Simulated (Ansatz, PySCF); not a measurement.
Reaction R1 → P1 + 0.5 P2, each structure at its B3LYP-D3(BJ)/def2-TZVP stationary point, reached from a drawn start (curvature not checked).
P1: H2 (SMILES [H][H]), charge 0, multiplicity 1.
P2: O2 (SMILES O=O), charge 0, multiplicity 3.
R1, H2O (SMILES O) (charge 0, multiplicity 1, Z-matrix in Å and degrees):
```
O
H 1 0.9627
H 1 0.9627 2 105.24
```

P less R. No zero-point or thermal terms; singlets are restricted closed shells; open shells are unrestricted; no spin–orbit coupling.

Cores are frozen in the correlated methods.

Run with Ansatz (Gaussian orbitals); PySCF for the D3/D4 terms. No computed number here is a measurement.

PBE/def2-TZVPP gives 2.441 eV for the reaction energy.

Where do these levels fall relative to PBE: PBE-D3(BJ)/def2-TZVPP, r2SCAN/def2-TZVPP, B3LYP/def2-TZVPP, wB97M-V/def2-TZVPP, B2PLYP/def2-TZVPP, MP2/cc-pVQZ, CCSD(T)/cc-pVQZ.

PBE-D3(BJ)/def2-TZVPP 0.004; r2SCAN/def2-TZVPP 0.003; B3LYP/def2-TZVPP 0.056; wB97M-V/def2-TZVPP 0.192; B2PLYP/def2-TZVPP 0.116; MP2/cc-pVQZ 0.373; CCSD(T)/cc-pVQZ 0.252 eV. 7 of 7 lie above PBE; the widest gap is to MP2/cc-pVQZ.

Ansatz is a quantum-chemistry and plane-wave program.
